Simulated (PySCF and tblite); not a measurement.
Values are calculated unless marked as measured or tabulated.
Diboron dioxide, B2O2, numbered as in [O:1]=[B:2][B:3]=[O:4].

The ensemble was built from 60 distance-geometry starts (ETKDG, GFN2-xTB) and rests on GFN2-xTB geometries. Energies: PBE0-D3(BJ)/pcSseg-1, with GFN2-xTB thermal terms (modes under about 100 cm⁻¹ blended into free rotors). Symmetry numbers and mirror images are counted. Conformers within 3 kcal/mol (GFN2-xTB free energy) were kept, 10 at most. Couplings: B3LYP/pcJ-1. Couplings are for ¹¹B, ¹⁷O. (PySCF 2.14, tblite 0.8.)

```
conformer  shape  weight %
        1    D*h     100.0
```

**Question.** Give the couplings in each conformer and the averages at 298.15 K (pairs that fast motion interchanges averaged).

**Answer.** 
| coupling | pairs | 1 | average (Hz) |
| --- | --- | --- | --- |
| ¹J(O1,B2) | 2 | -30.2 | -30.2 |
| ²J(O1,B3) | 2 | -4.5 | -4.5 |
| ³J(O1,O4) | 1 | 5.9 | 5.9 |
| ¹J(B2,B3) | 1 | 217.4 | 217.4 |
